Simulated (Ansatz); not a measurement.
```yaml
crystal:
  periodic: [false, false, false]
  atoms:
    - {symbol: B, position_ang: [-1.229013, -0.903374, 0.807210]}
    - {symbol: C, position_ang: [-0.692149, 0.302039, 0.065126]}
    - {symbol: B, position_ang: [0.758104, 0.520744, 0.800767]}
    - {symbol: N, position_ang: [1.419021, 0.319196, -0.400083]}
    - {symbol: C, position_ang: [0.204556, 0.128878, -1.179774]}
    - {symbol: H, position_ang: [-0.815831, -2.003668, 0.556770]}
    - {symbol: H, position_ang: [-1.995142, -0.768505, 1.718785]}
    - {symbol: H, position_ang: [-1.286240, 1.217433, 0.098540]}
    - {symbol: H, position_ang: [1.158838, 0.765254, 1.895737]}
    - {symbol: H, position_ang: [2.366173, 0.314245, -0.739438]}
    - {symbol: H, position_ang: [0.050490, 0.906920, -1.933609]}
    - {symbol: H, position_ang: [0.138093, -0.854264, -1.655932]}
basis:
  gaussian: {orbitals: def2-mTZVP}
total_charge: -1
magnetization: {spin_polarized: true, initial_magnetization: 1}
hamiltonian: {xc: {name: HF}}
correlation: {active_space: {window: {electrons: 2, orbitals: 1}}}
scf: {lower_state_search: off}
```

```sh
$ ansatz run in.yaml --threads 4 --pin off --events-out ev --progress --plain --max-ram 10444MiB
```

It prints (some lines left out):

```
Error: invalid value for `correlation.active_space`: it starts from restricted Hartree–Fock orbitals; set hamiltonian.xc: hf without magnetization.spin_polarized
```
